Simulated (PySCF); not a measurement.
Positional isomers: benzothiophene methyl+silyl. Gas-phase values, no solvent. Strings in code marks are SMILES.

The HOMO from two functionals at the same geometries (B3LYP-D3(BJ)/def2-SVP), both in PySCF: PBE-D3(BJ)/def2-TZVP and B3LYP-D3(BJ)/def2-TZVP. B3LYP has the VWN-RPA correlation part, as in Gaussian. 

```json
[
 {"species": "`Cc1c([SiH3])ccc2ccsc12`", "PBE-D3(BJ)/def2-TZVP (eV)": "-5.42", "B3LYP-D3(BJ)/def2-TZVP (eV)": "-6.11"},
 {"species": "`c1c(cc2c(c1[SiH3])ccs2)C`", "PBE-D3(BJ)/def2-TZVP (eV)": "-5.45", "B3LYP-D3(BJ)/def2-TZVP (eV)": "-6.14"},
 {"species": "`c1c2sccc2c(cc1[SiH3])C`", "PBE-D3(BJ)/def2-TZVP (eV)": "-5.46", "B3LYP-D3(BJ)/def2-TZVP (eV)": "-6.15"},
 {"species": "`c12c(sc(C)c2)cc([SiH3])cc1`", "PBE-D3(BJ)/def2-TZVP (eV)": "-5.46", "B3LYP-D3(BJ)/def2-TZVP (eV)": "-6.16"}
]
```

Over these rows, drawn at random from the members with no instability flagged (it was tested for open shells, ions and some series alone), PBE minus B3LYP-D3(BJ): mean +0.69 eV, from +0.69 eV to +0.70 eV.
